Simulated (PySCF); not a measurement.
## Fractional electron number in In (indium, neutral)

The 5p alpha orbital of [Kr] 4d10 5s2 5p1 is emptied in steps (occupation f), with all orbitals relaxed, ending at [Kr] 4d10 5s2. All numbers are calculated (PySCF 2.14, a scalar-relativistic core potential, in aug-cc-pVTZ-PP with ECP28MDF (6s5p4d2f, 55 functions)). The exact energy is a straight line in f; departures are measured from the line between the end points of the same method.

```
  f  UHF (eV)  LDA (eV)  PBE (eV)  PBE0 (eV)  r2SCAN (eV)  LC-wPBE (eV)  BHandHLYP (eV)  wB97X (eV)  TPSS (eV)  CAM-B3LYP (eV)
  1     0.000     0.000     0.000      0.000        0.000         0.000           0.000       0.000      0.000           0.000
0.9     0.023    -0.259    -0.250     -0.183       -0.240         0.006          -0.125      -0.019     -0.242          -0.100
0.7     0.053    -0.612    -0.590     -0.428       -0.559         0.016          -0.293      -0.048     -0.568          -0.234
0.5     0.062    -0.735    -0.706     -0.509       -0.660         0.023          -0.350      -0.061     -0.677          -0.280
0.3     0.051    -0.622    -0.596     -0.426       -0.544         0.023          -0.295      -0.055     -0.568          -0.236
0.1     0.021    -0.267    -0.256     -0.182       -0.223         0.012          -0.127      -0.025     -0.243          -0.102
  0     0.000     0.000     0.000      0.000        0.000         0.000           0.000       0.000      0.000           0.000
```

```json
{"method": "UHF", "E(f=0) − E(f=1) (eV)": "5.214", "−ε at f=1 (eV)": "5.475", "−ε at f=0.5 (eV)": "5.207"}
{"method": "LDA", "E(f=0) − E(f=1) (eV)": "5.710", "−ε at f=1 (eV)": "2.847", "−ε at f=0.5 (eV)": "5.682"}
{"method": "PBE", "E(f=0) − E(f=1) (eV)": "5.583", "−ε at f=1 (eV)": "2.815", "−ε at f=0.5 (eV)": "5.565"}
{"method": "PBE0", "E(f=0) − E(f=1) (eV)": "5.615", "−ε at f=1 (eV)": "3.585", "−ε at f=0.5 (eV)": "5.619"}
{"method": "r2SCAN", "E(f=0) − E(f=1) (eV)": "5.706", "−ε at f=1 (eV)": "3.042", "−ε at f=0.5 (eV)": "5.746"}
{"method": "LC-wPBE", "E(f=0) − E(f=1) (eV)": "5.709", "−ε at f=1 (eV)": "5.767", "−ε at f=0.5 (eV)": "5.731"}
{"method": "BHandHLYP", "E(f=0) − E(f=1) (eV)": "5.542", "−ε at f=1 (eV)": "4.157", "−ε at f=0.5 (eV)": "5.537"}
{"method": "wB97X", "E(f=0) − E(f=1) (eV)": "5.504", "−ε at f=1 (eV)": "5.294", "−ε at f=0.5 (eV)": "5.484"}
{"method": "TPSS", "E(f=0) − E(f=1) (eV)": "5.549", "−ε at f=1 (eV)": "2.867", "−ε at f=0.5 (eV)": "5.547"}
{"method": "CAM-B3LYP", "E(f=0) − E(f=1) (eV)": "5.668", "−ε at f=1 (eV)": "4.562", "−ε at f=0.5 (eV)": "5.662"}
```

Orbital energy along the path (eV):

| f | UHF | LDA | PBE | PBE0 | r2SCAN | LC-wPBE | BHandHLYP | wB97X | TPSS | CAM-B3LYP |
| --- | --- | --- | --- | --- | --- | --- | --- | --- | --- | --- |
| 1 | -5.475 | -2.847 | -2.815 | -3.585 | -3.042 | -5.767 | -4.157 | -5.294 | -2.867 | -4.562 |
| 0.9 | -5.418 | -3.388 | -3.344 | -3.986 | -3.572 | -5.765 | -4.429 | -5.326 | -3.388 | -4.778 |
| 0.7 | -5.309 | -4.513 | -4.438 | -4.799 | -4.653 | -5.754 | -4.979 | -5.397 | -4.458 | -5.217 |
| 0.5 | -5.207 | -5.682 | -5.565 | -5.619 | -5.746 | -5.731 | -5.537 | -5.484 | -5.547 | -5.662 |
| 0.3 | -5.111 | -6.880 | -6.709 | -6.435 | -6.817 | -5.687 | -6.099 | -5.591 | -6.637 | -6.112 |
| 0.1 | -5.021 | -8.084 | -7.855 | -7.236 | -7.766 | -5.613 | -6.666 | -5.720 | -7.711 | -6.567 |
| 0 | -4.978 | -8.676 | -8.422 | -7.623 | -8.063 | -5.568 | -6.955 | -5.776 | -8.246 | -6.802 |

Reference removal energy between the ground levels: 5.786 eV (measured; NIST Atomic Spectra Database, ionization energies). The calculation has no spin-orbit coupling. UHF lacks correlation.
